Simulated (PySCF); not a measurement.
A small calculation by hand: oscillator strength and radiative lifetime

C3H5FO, SMILES COC(=C)F.

The structure is a stationary point at r2SCAN-D4/def2-SVP. A frequency run showed that this geometry is not a minimum. One conformer was computed; it need not be the lowest.

PySCF with TDA-PBE/def2-SVPD puts the first singlet state with f over 0.02 at 7.10 eV (vertical), with the transition dipole (-0.382, -1.606, 0.000) in atomic units.

Q: Find the oscillator strength, the wavelength and the radiative lifetime that this transition would have in vacuum if emission retraced absorption.

A: 
|μ|² = 2.7252 au, so |μ| = 4.20 D. ΔE = 7.10/27.211 = 0.2609 hartree. f = (2/3) ΔE |μ|² = 0.474 (the program prints 0.474).
λ = 1239.84/7.10 = 175 nm; ν = 57265 cm⁻¹.
Einstein's coefficient A = 0.6670 ν² f s⁻¹ (ν in cm⁻¹) = 1.0e9 s⁻¹, so τ = 1/A = 0.96 ns. This state is S5; the lower singlets have f = 0.018, 0.009, 0.010, 0.000. The figure is the radiative limit of this one transition; relaxation, internal conversion, crossing to triplets and a medium change what is measured.
